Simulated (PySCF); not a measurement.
## How methods differ on the ionisation energy of Pd³²⁺

Pd³²⁺ [Ne] 3s2 3p2 (3P) → Pd³³⁺ [Ne] 3s2 3p1 (2P), as a difference of total energies. All numbers are calculated (PySCF 2.14, scalar relativity by spin-free X2C-1e, in an uncontracted even-tempered set (18 s from 4.7 bohr⁻², ratio 2.5; 12 p from 6.1 bohr⁻², ratio 2.5; 5 d from 26 bohr⁻², ratio 2.7; 4 f from 38 bohr⁻², ratio 2.7)). Correlated levels: outer shells: 1s2 frozen; virtual orbitals above 40 to 60 times the deepest correlated orbital energy dropped. The calculations carry no spin-orbit coupling.

```csv
method,ionisation energy (eV)
UHF,1940.0
LDA,1941.3
PBE,1941.7
PBE0,1941.6
r2SCAN,1942.0
B3LYP,1942.1
B2PLYP,1941.5
MP2 (outer shells),1940.5
SCS-MP2 (outer shells),1940.3
```

Spin-orbit coupling is strong in these open shells (close to jj coupling). The scalar numbers leave it out and a first-order estimate fails, so it can dominate the gap to the real levels.

Breit and QED terms and the two-electron picture change are absent.

For comparison: 1962 ± 4 eV (semi-empirical (NIST evaluation); NIST Atomic Spectra Database, ionization energies).
